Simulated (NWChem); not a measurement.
# Correlation energy of diboron tetrachloride (B$_{2}$Cl$_{4}$)

SMILES: ClB(Cl)B(Cl)Cl
```xyz
6

Cl    -1.0992    -1.0453     1.7415
B      0.0000     0.0000     0.8491
Cl     1.0992     1.0453     1.7415
B      0.0000     0.0000    -0.8491
Cl    -1.0992     1.0453    -1.7415
Cl     1.0992    -1.0453    -1.7415
```
Charge 0, spin multiplicity 1.

The numbers come from NWChem runs, not from measurements. The geometry was optimised at PBE/def2-SVP, a minimum by its harmonic frequencies. It is one conformer; others weren't searched.

Basis set: cc-pVDZ. Each correlation energy counts from its own Hartree-Fock reference.

The correlated methods keep 22 core orbitals frozen. Coupled-cluster values serve here as a point of comparison, not as the truth.

Task: One of these methods gave a correlation energy of -691.9 mHa. Which?
(A) CCSD
(B) SCS-MP2
(C) RI-MP2
(D) CR-CCSD[T]

Result: C, RI-MP2. The others give -664.4 (SCS-MP2), -758.9 (CR-CCSD[T]), -743.3 (CCSD).
